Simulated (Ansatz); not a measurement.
Relaxation of C2H4OZn (8 atoms, charge 0, multiplicity 1), to a largest force component of 0.015 eV/Å in at most 40 steps.

Level of theory: Ansatz, RKS PBE-D4/def2-SVP.

```xyz
8
Properties=species:S:1:pos:R:3
C -0.683 0.832 -0.073
O 0.415 0.394 0.539
C 0.264 -0.991 0.479
Zn 0.333 -0.495 -2.095
H -0.752 0.472 -1.157
H -1.642 0.417 0.437
H 1.180 -1.419 -0.065
H 0.334 -1.382 1.519
```

Question: Where does it end, and by what steps?

Answer: The forces met the threshold. After 13 steps the energy has fallen by 5.011 eV; Zn4 moved furthest, 1.04 Å. Parted: Zn4–H5. Joined: C1–C3.

```csv
step,energy less start (eV),largest force component (eV/Å),accepted
0,0.0000,4.655,yes
1,-2.0037,4.513,yes
2,-3.4149,3.927,yes
3,-4.4380,1.874,yes
4,-4.7941,0.456,yes
5,-4.8886,0.289,yes
6,-4.9202,0.184,yes
7,-4.9385,0.388,yes
8,-4.9559,0.115,yes
9,-4.9802,0.196,yes
10,-4.9974,0.364,yes
11,-5.0089,0.167,yes
12,-5.0104,0.067,yes
13,-5.0110,0.013,yes
```

```xyz
8
Properties=species:S:1:pos:R:3
C -0.779 0.175 0.091
O 0.627 0.457 0.056
C 0.203 -0.827 0.532
Zn 1.210 -0.098 -2.493
H -1.256 0.059 -0.904
H -1.361 0.750 0.835
H 0.442 -1.677 -0.140
H 0.364 -1.012 1.610
```

Whether the end is a true minimum wasn't checked by a vibrational analysis.

Run time: 57 s on 1 thread of Arm Neoverse V1 (shared host), peak memory 0.18 GiB.
